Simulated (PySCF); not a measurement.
SMILES CB(C)S[Si](O)(O)O, GFN2-xTB optimised geometry.

```
17

Si     0.24     1.85    -0.05
O      1.17     1.90    -1.38
O      1.21     1.71     1.23
O     -0.66     3.20    -0.07
S     -1.16     0.21     0.00
B     -0.22    -1.31     0.00
C      1.36    -1.31     0.00
C     -1.02    -2.67     0.01
H      0.78     2.17    -2.21
H      2.10     2.07     1.19
H     -1.39     3.30     0.53
H      1.73    -0.94     0.96
H      1.79    -2.30    -0.15
H      1.78    -0.65    -0.76
H     -0.81    -3.25    -0.89
H     -2.10    -2.54     0.08
H     -0.71    -3.30     0.85
```

Density from CAM-B3LYP/def2-SVP run with PySCF at that geometry.

Minimum of the electron density along straight lines between bonded atoms, close to the bond critical point (lines longer than 1.1 times the sum of covalent radii, or with two minima, are not listed):

```
bond    length / Å  ρ at the minimum / e bohr⁻³  ∇²ρ there / e bohr⁻⁵  position (fraction from the first atom)
------  ----------  ---------------------------  --------------------  ---------------------------------------
Si1–O2       1.623                        0.133                  1.11                                     0.41
Si1–O3       1.618                        0.134                  1.11                                     0.41
Si1–O4       1.623                        0.132                  1.11                                     0.41
Si1–S5       2.151                        0.097                  0.14                                     0.35
S5–B6        1.785                        0.151                 -0.10                                     0.70
B6–C7        1.580                        0.182                 -0.19                                     0.33
B6–C8        1.581                        0.182                 -0.19                                     0.33
O2–H9        0.953                        0.353                 -2.51                                     0.82
O3–H10       0.954                        0.351                 -2.49                                     0.82
O4–H11       0.953                        0.353                 -2.52                                     0.82
C7–H12       1.090                        0.269                 -0.96                                     0.63
C7–H13       1.088                        0.273                 -0.98                                     0.62
C7–H14       1.089                        0.271                 -0.98                                     0.63
C8–H15       1.090                        0.268                 -0.95                                     0.62
C8–H16       1.087                        0.274                 -1.00                                     0.63
C8–H17       1.090                        0.269                 -0.96                                     0.62
```
